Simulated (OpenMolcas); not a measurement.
Au4+ in a point-charge field

Au4+ among 6 point charges of -1.5 e arranged as a tetragonal octahedron (D4h), 1.93 Å from the ion, with the axial distance 2.200 Å.

```yaml
Program: OpenMolcas
Method: CASSCF
Basis: ANO-RCC-VDZP [7s6p4d2f]
Scalar_Hamiltonian: DKH2, point nucleus
Active_space: 7 electrons in 5 orbitals (5d)
State_averaging: 2S+1 = 4 even, 10 roots; 2S+1 = 2 even, 40 roots
Spin-orbit_coupling: state interaction with AMFI integrals over the reference wave functions
```

The lowest spin-free states (labels of D4, the rotations of D4h), above the lowest:

| State | Degeneracy | E (cm-1) | Free-ion L (%) |
| --- | --- | --- | --- |
| 4A2 | 1 | 0.0 | F (95) |
| 4E | 2 | 1681 | F (100) |
| 4B2 | 1 | 5437 | F (100) |
| 4E | 2 | 6775 | F (95) |
| 2A1 | 1 | 11780 | G (53) |
| 4B1 | 1 | 12634 | F (100) |
| 2A2 | 1 | 16477 | G (66) |
| 2B1 | 1 | 16830 | G (64) |
| 2E | 2 | 16832 | G (60) |
| 4E | 2 | 18585 | P (95) |
| 2B2 | 1 | 19274 | G (90) |
| 2E | 2 | 19562 | G (77) |
| 2A2 | 1 | 21503 | P (77) |
| 2E | 2 | 21767 | H (56) |
| 2A1 | 1 | 22049 | G (98) |
| 4A2 | 1 | 24547 | P (95) |
| 2E | 2 | 25335 | H (54) |
| 2A2 | 1 | 25463 | H (74) |
| 2B2 | 1 | 26725 | H (68) |
| 2A1 | 1 | 26878 | H (56) |

The lowest levels with spin-orbit coupling:

```
E (cm-1)  Degeneracy  Label      2S+1                g
     0.0           2   E1/2  4 (87 %)   1.42 6.35 6.35
    1018           2   E3/2  4 (86 %)   2.43 4.18 4.18
    1914           2   E1/2  4 (80 %)  0.61 0.61 10.83
    3325           2   E3/2  4 (79 %)   3.70 3.70 4.50
    3543           2   E1/2  4 (76 %)   0.64 0.64 7.65
   12210           2   E3/2  4 (69 %)   0.14 0.14 4.38
   13445           2   E1/2  4 (56 %)   0.67 0.67 1.08
   14327           2   E3/2  4 (86 %)   1.39 1.39 3.46
   14874           2   E1/2  4 (86 %)   1.78 3.57 3.57
   16508           2   E1/2  4 (88 %)   0.61 0.61 4.58
   16675           2   E3/2  4 (73 %)   0.10 0.10 2.51
   17192           2   E3/2  4 (75 %)   0.07 0.07 0.40
   19365           2   E1/2  4 (56 %)   0.13 0.13 0.32
   19935           2   E3/2  4 (61 %)   0.54 1.58 1.58
   22374           2   E1/2  2 (59 %)   2.56 2.56 2.60
   23429           2   E1/2  2 (56 %)   1.08 1.08 3.32
   24379           2   E3/2  4 (64 %)   2.52 2.52 3.54
   24874           2   E3/2  4 (51 %)   2.58 3.49 3.49
   25284           2   E1/2  2 (57 %)   1.87 1.87 3.05
   26532           2   E3/2  2 (58 %)   0.97 2.05 2.05
```

Powder χT (cm3 K/mol): 2.59 at 2 K, 2.61 at 10 K, 2.74 at 50 K, 2.9 at 100 K, 3.21 at 200 K, 3.51 at 300 K. The effective moment at 300 K is 2.828 √(χT) = 5.30 μB.

Spin-orbit coupling mixes the spin-free states strongly: the lowest level takes only 49 % from its leading state, 4A2. Without dynamic correlation the repulsion within the d shell is too large (B by tens of per cent), so at a given field states of lower spin stand too high. This shell can be high or low spin here, a state of another spin lies low, and with metal d orbitals alone active their balance is uncertain, so the ground spin may be wrong. Point charges give a weaker field than real ligands, and real ions of this kind are as a rule low spin; the high spin found here belongs to the model. Point charges carry no covalency, so the field is a model and not that of real ligands. No measured value stands beside these numbers.
